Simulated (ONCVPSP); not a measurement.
**Si (Z = 14), ONCV: configuration errors across variants**

```json
{
  "Element": "silicon (Si)",
  "Generator": "ONCVPSP 4.0.1",
  "Type": "optimised norm-conserving Vanderbilt (ONCV)",
  "Functional": "PBE",
  "Relativity": "non-relativistic",
  "Frozen core": "[Ne]",
  "Valence charge": "4",
  "Reference configuration": "3s2 3p2",
  "Partial waves": "3s: rc 1.80 bohr, ncon 4, nbas 8, qcut 3.6 1/bohr, local; 3p: rc 1.80 bohr, ncon 4, nbas 7, qcut 4.1 1/bohr, 3 projectors, debl 2.8 Ha; d scattering state at 0.08 Ha: rc 2.10 bohr, ncon 4, nbas 7, qcut 4.6 1/bohr, 3 projectors, debl 3 Ha",
  "Local potential": "the s channel",
  "Core correction": "Teter function fitted to the true core (icmod 2), fcfact 0.3"
}
```

All-electron excitation energies from the reference (eV): (1) 3s2 3p1 7.751; (2) 3s2 3p0 23.756; (3) 3s1 3p0 57.658; (4) 3s1 3p3 6.759.

2 further variants failed, have other tests or another functional or relativity, and are left out.

A true bound ghost makes a file unfit for plane-wave use even where its test errors are small: the radial tests pick states by their node count and pass the ghost by.

Errors AE − PS in meV (a dash: test not solved or not reliable):

| change | (1) | (2) | (3) | (4) | bound ghosts | GHOST(+) flags above zero |
| --- | --- | --- | --- | --- | --- | --- |
| base | +2.4 | +25 | +123 | -1.7 | p | p |
| d: rc 2.46 | +2.4 | +25 | +123 | -1.7 | p | p |
| core correction Teter function fitted to the true core (icmod 2), fcfact 0.42 | +2.3 | +25 | +118 | -1.6 | p | p |
| s: qcut 2.7 | +3.2 | +33 | +130 | -5.5 | p | p |
| core correction polynomial model core, fcfact 0.15 | +2.3 | +23 | +101 | -1.9 | p | p |
| all radii but the core radius scaled by about 0.89 (s 1.60, p 1.60, d 1.86 bohr) | +1.6 | +21 | +117 | +0.8 | p | p |

Q: Give the same row for: p: nbas 8.

A: +2.4, +25, +122, -1.6; bound ghosts: none; GHOST(+) flags above zero: p.
